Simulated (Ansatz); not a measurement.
Geometry optimisation, UKS PBE/def2-SVPD in Ansatz.

Input file:

```yaml
crystal:
  periodic: [false, false, false]
  atoms:
    - { symbol: O, position_ang: [-0.2328, 1.2445, -0.3156] }
    - { symbol: B, position_ang: [-0.183, -0.1422, -0.0447] }
    - { symbol: O, position_ang: [1.024, -0.687, 0.4926] }
    - { symbol: S, position_ang: [-1.5389, -1.2405, -0.3844] }
    - { symbol: H, position_ang: [0.0313, 1.3745, -1.2811] }
    - { symbol: H, position_ang: [0.9416, -0.6133, 1.487] }
magnetization:
  spin_polarized: true
  initial_magnetization: 1
basis:
  gaussian: { orbitals: def2-SVPD }
hamiltonian:
  xc: pbe
relax:
  f_tol: 0.02
  max_steps: 50
output:
  orbitals: {}
```

Command:

```bash
$ ansatz run input.yaml --threads 2 --pin off --max-ram 3072MiB --backend cpu --events-out ev --progress --plain --runs-dir out
```

Task: Where does it end, and by what steps?

Result: It converged. After 11 steps the energy has fallen by 0.734 eV; O3 moved furthest, 0.63 Å.

| step | energy less start (eV) | largest force component (eV/Å) | accepted |
| --- | --- | --- | --- |
| 0 | 0.0000 | 1.609 | yes |
| 1 | -0.0853 | 0.978 | yes |
| 2 | -0.1695 | 0.597 | yes |
| 3 | -0.2473 | 0.777 | yes |
| 4 | -0.4104 | 0.634 | yes |
| 5 | -0.5177 | 1.117 | yes |
| 6 | -0.6497 | 0.468 | yes |
| 7 | -0.6754 | 0.713 | yes |
| 8 | -0.7274 | 0.178 | yes |
| 9 | -0.7322 | 0.180 | yes |
| 10 | -0.7343 | 0.026 | yes |
| 11 | -0.7344 | 0.013 | yes |

```xyz
6
Properties=species:S:1:pos:R:3
O 0.166 1.054 -0.387
B -0.135 -0.240 -0.020
O 0.611 -0.868 0.938
S -1.521 -1.153 -0.792
H -0.400 1.444 -1.072
H 1.321 -0.301 1.287
```

The run took 22 s on 2 threads of Intel(R) Xeon(R) Platinum 8488C (Sapphire Rapids), with other jobs on the host, peak memory 0.23 GiB.
